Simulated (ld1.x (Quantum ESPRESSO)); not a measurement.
**Pseudopotential generation for N (Z = 7): PAW, PBEsol, scalar-relativistic.**

nitrogen (N), PAW, made with ld1.x (Quantum ESPRESSO) 7.5 (PBEsol, scalar-relativistic). Core [He], reference 2s2 2p1 (charge +2). Waves: 2s (bound): rcut 0.75, rcutus 0.90 bohr; 2s channel at 1.3 Ry: rcut 0.75, rcutus 0.90 bohr; 2p (bound): rcut 0.90, rcutus 1.15 bohr; 2p channel at 0.05 Ry: rcut 0.90, rcutus 1.15 bohr; 3d channel at 0.1 Ry: rcut 0.90, rcutus 1.15 bohr; 3d channel at 1.8 Ry: rcut 0.90, rcutus 1.15 bohr. Local part: all-electron potential smoothed inside 0.80 bohr (lloc = -2). Core correction: Bessel-smoothed model core inside 0.80 bohr. Augmentation charge: BESSEL, radius 0.75 bohr.

All-electron outer shells of the reference configuration (PBEsol, scalar-relativistic, ld1.x):

```csv
shell,level (eV),outermost node (bohr),outermost maximum (bohr)
2s,-48.96,0.32,0.96
2p,-37.36,–,0.86
```

Task: Does the generator finish with these settings?

Result: Yes, a potential is produced and its reference levels are reproduced.

Task: Estimate the cutoffs (Ry, on a coarse ladder) from which the occupation-weighted sum of valence levels, in a spherical-Bessel basis at the reference potential, stays within 10 and 1 mRy of its value at 400 Ry.

Result: 45 Ry and 70 Ry.

Task: What does a ghost test show?

Result: No extra level below or beside the all-electron valence levels (s, p, d, f tested).

Task: Is the overlap operator S = 1 + Σ q|β⟩⟨β| positive definite (Bessel basis up to 400 Ry)?

Result: Yes: its lowest eigenvalue is 0.54 (s channel).

Task: Which valence shell sets the plane-wave cutoff?

Result: 2p: its level needs 60 Ry to come within 1 mRy, against 45 Ry for 2s.

Its largest configuration-test error is +0.1 meV (2s2 2p3). Test run stopped at test 3 of 7 (negative rho).
